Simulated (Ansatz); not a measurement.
`[F][GeH]([Cl])[O][SiH3]` + `[SiH3]N[SiH3]` → `[F][GeH]([Cl])[N]([SiH3])[SiH3]` + `O[SiH3]` at 298.15 K and 1 bar (ligand exchange at a Ge–O bond).

Isolated molecules relaxed with PBE0-D4/def2-TZVP in Ansatz; ΔE leaves out vibrations. CCSD(T)/CBS is the MP2 limit (def2-TZVPP, def2-QZVPP) plus CCSD(T) − MP2 in def2-TZVPP, frozen cores. This one scheme is used for every species. For Ge outer-core shells are correlated without core-valence functions, which leaves a few kJ/mol of doubt a bond. Scalar relativity is left out up to krypton. Each species was taken in one conformer, which may not be the lowest.

| species | CCSD(T)/CBS energy (Eh) | H − E (kJ/mol) | S (J/(mol·K)) |
| --- | --- | --- | --- |
| `[F][GeH]([Cl])[O][SiH3]` | -3002.48481 | 133.1 | 397.4 |
| `[SiH3]N[SiH3]` | -637.10515 | 192.6 | 335.6 |
| `[F][GeH]([Cl])[N]([SiH3])[SiH3]` | -3272.89201 | 211.4 | 439.2 |
| `O[SiH3]` | -366.69042 | 113.6 | 257.8 |

H − E and S are ideal-gas, rigid-rotor, harmonic terms from PBE0-D4/def2-TZVP, for one conformer and one mirror image of each species. 1 Eh = 2625.50 kJ/mol, R = 8.31446 J/(mol·K).

Task: By hand: ΔE, ΔH, ΔS and ΔG.

Result: ΔE = (-3272.89201) + (-366.69042) − (-3002.48481) − (-637.10515) = 0.00753 Eh = 19.8 kJ/mol. Δ(H − E) = 211.4 + 113.6 − 133.1 − 192.6 = -0.7, so ΔH = 19.1 kJ/mol. ΔS = 439.2 + 257.8 − 397.4 − 335.6 = -36.0 J/(mol·K). ΔG = 19.1 − 298.15 × (-36.0)/1000 = 29.8 kJ/mol.

Task: By hand: the equilibrium constant, and the temperature at which ΔG would vanish if ΔH and ΔS stayed fixed.

Result: log₁₀ K = −ΔG/(RT ln 10) = -5.2. ΔH and −TΔS have one sign here, so there is no such temperature.

TΔS isn't small against ΔH here. A doubt of 5 kJ/mol in ΔE shifts log₁₀ K by 0.9 here. Other conformers and mirror images would add mixing entropy, several J/(mol·K) or more a flexible species. Modes under 60 cm⁻¹, often nearly free rotors, make the harmonic entropy too high. These are equilibria of isolated gas molecules and say nothing of rates. Largest T1 diagnostic: 0.012 (customary marks: 0.02 for closed shells, 0.045 for open ones).
